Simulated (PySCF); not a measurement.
# s to d promotion along the 4d series

All values are computed (PySCF 2.14, energy differences of UHF-based or UKS calculations, no spin-orbit coupling). Basis: aug-cc-pVDZ-PP with ECP28MDF, ECP. Energy of d^(n+1) s¹ above d^n s² in eV (negative where d^(n+1) s¹ lies lower), between high-spin terms; measured values are centres of gravity of the terms (NIST).

```tsv
element	terms	UHF	LDA	PBE	r2SCAN	PBE0	CCSD(T) (valence)	measured
Zr	4d2 5s2 (3F) → 4d3 5s1 (5F)	-0.024	0.114	-0.051	-0.357	-0.024	0.660	0.588
Nb	4d3 5s2 (4F) → 4d4 5s1 (6D)	-0.761	-0.696	-0.798	-0.946	-0.782	-0.154	-0.184
Mo	4d4 5s2 (5D) → 4d5 5s1 (7S)	-2.255	-1.899	-2.032	-2.364	-2.105	-1.632	n/a
Ru	4d6 5s2 (5D) → 4d7 5s1 (5F)	-0.669	-0.996	-1.196	-1.084	-1.159	-0.680	-0.867
Rh	4d7 5s2 (4F) → 4d8 5s1 (4F)	-1.286	-1.766	-1.843	-1.782	-1.813	-1.429	n/a
Ag	4d9 5s2 (2D) → 4d10 5s1 (2S)	-3.711	-3.880	-3.864	-3.871	-3.939	-3.959	-3.971
```

Question: Which way does each method err?

Answer: Mean (and mean absolute) errors over the 4 elements with all values: UHF -0.18 (0.41) eV; LDA -0.26 (0.30) eV; PBE -0.37 (0.42) eV; r2SCAN -0.46 (0.51) eV; PBE0 -0.37 (0.38) eV; CCSD(T) (valence) 0.08 (0.08) eV. A negative mean favours the extra d electron, a positive one the s² configuration.

Double-zeta sets are small for these d-shell correlation effects.
